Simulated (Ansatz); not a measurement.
Basis-set extrapolation for CH4Cl2Si (`ClC[SiH2]Cl`) (PBE0-D4/def2-TZVP geometry, frozen core, Ansatz). Multiplicity 1, RHF reference.

```json
{"": "HF", "def2-TZVPP": "-1248.237014", "def2-QZVPP": "-1248.273591"}
{"": "MP2 correlation", "def2-TZVPP": "-0.674577", "def2-QZVPP": "-0.734895"}
{"": "CCSD(T) correlation", "def2-TZVPP": "-0.761659", "def2-QZVPP": "not run"}
```

Energies in hartree. Use E(X) = E(∞) + A·exp(−7.88·√X) for Hartree–Fock and E(X) = E(∞) + B·X^(−2.97) for correlation, with X = 3 and 4, and add CCSD(T) minus MP2 of the smaller set to the MP2 limit.

Q: What is the CCSD(T) energy at the basis-set limit?

A: HF limit: -1248.273591 + (-0.036577) × 0.13774 = -1248.27863. MP2 limit: -0.734895 + (-0.060318) × 0.74074 = -0.77957. Higher-order term: -0.761659 − (-0.674577) = -0.08708. Total: -1249.14528 hartree, 3.99 eV below CCSD(T)/def2-TZVPP.
